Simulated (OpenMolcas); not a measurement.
Computed levels of 4d⁶ in ions with 42 electrons, in cm-1 above ⁵D₄.

| Quantity | Value |
| --- | --- |
| Program | OpenMolcas 26.06 |
| Method | CASSCF |
| Basis | ANO-R2 |
| Scalar Hamiltonian | X2C, finite nucleus |
| Spin-orbit coupling | RASSI with atomic mean-field integrals over the reference wave functions, term energies averaged over their components |

Active space for each ion: 6 electrons in 10 orbitals (4d 5d).

| Level | Ru2+ | Pd4+ | Ag5+ |
| --- | --- | --- | --- |
| ⁵D₃ | 1103 | 1976 | 2484 |
| ⁵D₂ | 1778 | 3073 | 3796 |
| ⁵D₁ | 2209 | 3807 | 4706 |
| ⁵D₀ | 2417 | 4153 | 5130 |
| ³H₆ | 17488 | 21881 | 24110 |
| ³H₅ | 17857 | 22381 | 24657 |
| ³P₂(1) | 18578 | 22927 | 25124 |
| ³F₄(1) | 19854 | 25220 | 28062 |
| ³F₃(1) | 20277 | 25475 | 28125 |

Estimate ⁵D₀, ³H₆, ³H₅ for Rh3+ from its neighbours Ru2+ and Pd4+.

⁵D₀ is fine structure, which grows about as the fourth power of a screened charge, so the fourth roots are averaged: ((2417^0.25 + 4153^0.25) / 2)^4 = 3197. The calculation gives 3204, so the estimate is off by -0.2 %.
³H₆ is another term, which grows about linearly with the charge: (17488 + 21881) / 2 = 19684. The calculation gives 19867, so the estimate is off by -0.9 %.
³H₅ is another term, which grows about linearly with the charge: (17857 + 22381) / 2 = 20119. The calculation gives 20312, so the estimate is off by -1.0 %.

Mixed levels, with the weight of the term that names them: Ru2+ ³F₄(1) (70 %), Rh3+ ³F₄(1) (64 %), Pd4+ ³F₄(1) (57 %), Ag5+ ³F₄(1) (53 %).

Without dynamic correlation excited terms often stand tens of per cent too high (terms of higher spin than the ground term too low), and those without a measured partner can miss by more than the paired ones. Active for correlation alone: 5d; no level in the range computed is led by a configuration that fills it, so any true level of that kind is missing. Levels of configurations outside the active space are missing.

A number in round brackets counts repeated terms of one configuration in the order of the reference energies.
